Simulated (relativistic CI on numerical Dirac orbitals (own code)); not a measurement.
## Hf L: sensitivity of the levels to the model

Base calculation: Dirac-Coulomb-Breit CI, orbitals from a KLI potential per configuration, a model potential for QED, unscaled Slater integrals.

Configurations in the expansion (outside the closed core [Ne]): 3s2 3p6 3d5, 3s2 3p5 3d6, 3s2 3p4 3d7, 3s 3p6 3d6, 3p6 3d7, 3s 3p5 3d7, 3s2 3p6 3d4 4s, 3s2 3p6 3d4 4p, 3s2 3p4 3d6 4s, 3s2 3p6 3d4 4d, 3s2 3p4 3d6 4p, 3s2 3p5 3d5 4s, 3s2 3p6 3d4 4f, 3s 3p5 3d6 4s, 3s2 3p5 3d5 4p, 3s 3p5 3d6 4p, 3p6 3d6 4s, 3s2 3p6 3d3 4s2, 3p6 3d6 4p, 3s2 3p6 3d3 4s 4p, 3s2 3p6 3d4 5s, 3p6 3d5 4s2. Levels of other configurations are missing.

Variants: (1) QED terms removed; (2) only the first 3 configurations. Shifts of the energy above 3s2 3p6 3d5 4P_5/2, in eV, for the lowest level and the first level of each name with at least 55 % of one term (blank where a level changes its place among those of its configuration and J or its character, or is not in the variant):

```tsv
Level	Base	Δ(1)	Δ(2)
3s2 3p6 3d5 4P_5/2	0.000	0.000	0.000
3s2 3p6 3d5 2D_3/2	92.279	-0.172	-0.046
3s2 3p6 3d5 4G_9/2	122.043	-0.319	-0.175
3s2 3p6 3d5 2I_13/2	125.395	-0.323	-0.470
3s2 3p6 3d5 4D_1/2	126.289	-0.321	+0.079
3s2 3p6 3d5 2G_7/2	136.613	-0.319	+0.054
3s2 3p6 3d5 4F_5/2	138.260	-0.319	-0.109
3s2 3p6 3d5 2P_3/2	168.777	-0.315	+0.263
3s2 3p5 3d6 4H°_13/2	417.718	+0.374	-0.204
3s2 3p5 3d6 4I°_15/2	426.284	+0.374	-0.489
```

At this charge energies of transitions that change n are usually good to better than 1 %, and those within a shell (Δn = 0) to a few per cent.

Ionisation energy from the two ground configurations alone: base 4372.39 eV. The NIST ASD value (theoretical) is 4372 eV.

LS names give the leading component of a level, which can be under half, so a name can repeat, a term be missing and a line seem to break the LS rules.
